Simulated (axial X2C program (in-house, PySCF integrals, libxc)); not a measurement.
## Spectroscopic constants of BeCu

All values were computed with an in-house all-electron X2C program for linear molecules (integrals from PySCF). Spin-free means the one-electron spin-free X2C Hamiltonian; two-component (2c) means X2C with spin–orbit coupling and atomic mean-field two-electron Coulomb and Gaunt terms, so the difference of the two also holds small scalar two-electron terms. Basis: Cu dyall-cv3z [9s9p6d3f2g], Be dyall-cv3z [8s8p3d1f] (cores contracted in-house); Gaussian nuclei, density fitting, unrestricted open shells. Masses: Cu 62.930 u, Be 9.012 u.

State, spin-free: M_S = 1/2, Λ = 0 (beyond evenly filled blocks: σα); electrons by block: σα: 9, σβ: 8, π+α: 3, π+β: 3, π-α: 3, π-β: 3, δ+α: 1, δ+β: 1, δ-α: 1, δ-β: 1. Fragments: Cu + Be.

State, 2c: Ω = 1/2 (⟨Sz⟩ = 0.50, ⟨Lz⟩ = 0.00 at PBE0); electrons by block: 1/2: 12, -1/2: 11, 3/2: 4, -3/2: 4, 5/2: 1, -5/2: 1. Fragments: Cu + Be.

```
Hamiltonian    level  Re (Å)  ωe (cm⁻¹)  αe (cm⁻¹)  De (eV)  k (mdyn/Å)  μ (D)
  spin-free     PBE0   2.058      476.5    0.00547     1.43        1.05  -0.91
  spin-free       HF   2.291      322.6     0.0073      n/a       0.483  -1.53
  spin-free      MP2   1.989      536.8    0.00564     1.35        1.34    n/a
  spin-free     CCSD   2.065      456.4    0.00619    0.995       0.968    n/a
  spin-free  CCSD(T)   2.025      495.9    0.00602      n/a        1.14    n/a
  spin-free      LDA   1.977      544.3    0.00525     2.16        1.38  -0.40
         2c     PBE0   2.058      476.1    0.00547     1.43        1.05  -0.91
         2c       HF   2.292      322.2    0.00731      n/a       0.482  -1.53
         2c      MP2   1.990      536.2    0.00563     1.35        1.34    n/a
         2c     CCSD   2.066      455.4    0.00605    0.994       0.963    n/a
         2c  CCSD(T)   2.025      494.5     0.0061      n/a        1.14    n/a
         2c      LDA   1.977      544.0    0.00525     2.16        1.37  -0.41
```

Correlated methods: 13 electrons correlated (number of frozen shells: Cu 3 s, 2 p; Be 1 s), 227 virtual spin orbitals or spinors in MP2, 90 natural virtuals in coupled cluster.

Dipoles are positive if Be is the positive end.

Occupations by symmetry block were frozen at the best pattern of an incomplete PBE0 search. De is counted from the lowest determinant-based energies of the atoms at the same level, without counterpoise correction. De is not given where an atomic determinant may have missed its ground term or J level, or where the truncated virtual space spoils (T). Density functionals use the spin component along the axis (collinear). CCSD and (T) use frozen natural virtuals with an MP2 correction for the truncation; (T) itself is uncorrected, so its De runs slightly low. The determinant is spin-polarised beyond a pure state at some levels (its spin-free form has ⟨S²⟩ too high), which makes Re and μ there less reliable.

Rough cost a point (2c) on 1 thread(s) of a shared host, integrals apart: PBE0 0.6 s, HF 0.4 s, CCSD(T) 7 s, LDA 0.28 s.

The whole task took 2.7 min on 1 thread of Arm Neoverse V2, on a shared host.
